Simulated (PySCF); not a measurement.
**Radial density of Hg⁵⁸⁺ (mercury, charge +58)**

revPBE, [Ar] 3d4, high-spin 5D determinant. Calculation: PySCF 2.14, in an uncontracted even-tempered set (17 s from 16 bohr⁻², ratio 2.5; 13 p from 20 bohr⁻², ratio 2.5; 7 d from 20 bohr⁻², ratio 2.5; 4 f from 74 bohr⁻², ratio 2.7; 3 g from 110 bohr⁻², ratio 2.7); scalar relativity by spin-free X2C-1e.

| r (bohr) | 4πr²ρ (e/bohr) | 4πr²(ρα − ρβ) |
| --- | --- | --- |
| 0.0135 | 109.5 | 0.0095 |
| 0.0226 | 97.02 | 0.1728 |
| 0.0381 | 130.6 | 1.6717 |
| 0.0640 | 123.5 | 9.8177 |
| 0.108 | 77.07 | 26.3587 |
| 0.181 | 74.86 | 19.7589 |
| 0.305 | 7.582 | 1.7728 |
| 0.512 | 0.03332 | 0.0091 |

Densities and radii are taken from the X2C orbitals without a picture-change correction, which distorts them close to the nucleus.

Spin-orbit coupling is strong in this species (close to jj coupling), so the high-spin LS determinant is a model state, not a physical level.
